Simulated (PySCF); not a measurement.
**Radial density of P⁺ (phosphorus, charge +1)**

UHF, [Ne] 3s2 3p2, high-spin 3P determinant. Computed with PySCF 2.14 in Sapporo-DZP-2012 (5s4p2d, 27 functions), with the spin-free X2C one-electron Hamiltonian (Gaussian nucleus).

| r (bohr) | 4πr²ρ (e/bohr) | 4πr²(ρα − ρβ) |
| --- | --- | --- |
| 0.00195 | 0.09679 | 0.0000 |
| 0.00328 | 0.2672 | 0.0000 |
| 0.00552 | 0.7118 | 0.0000 |
| 0.00929 | 1.789 | 0.0001 |
| 0.0156 | 4.201 | 0.0002 |
| 0.0263 | 8.637 | 0.0009 |
| 0.0442 | 14.42 | 0.0041 |
| 0.0743 | 17.03 | 0.0192 |
| 0.125 | 12.99 | 0.0739 |
| 0.210 | 11.38 | 0.1790 |
| 0.354 | 15.98 | 0.1816 |
| 0.595 | 10.04 | -0.0073 |
| 1.00 | 2.457 | 0.3378 |
| 1.68 | 2.381 | 1.0844 |
| 2.83 | 0.8487 | 0.5138 |
| 4.76 | 0.03605 | 0.0261 |
| 8.01 | 9.943e-05 | 0.0001 |

Densities and radii are taken from the X2C orbitals without a picture-change correction, which distorts them close to the nucleus.

Task: Where is the radial spin density 4πr²(ρα − ρβ) most negative, and why is it negative at all?

Result: Around r = 0.595 bohr, down to -0.0073 e/bohr: exchange with the open shell polarises the paired shells in an unrestricted calculation.
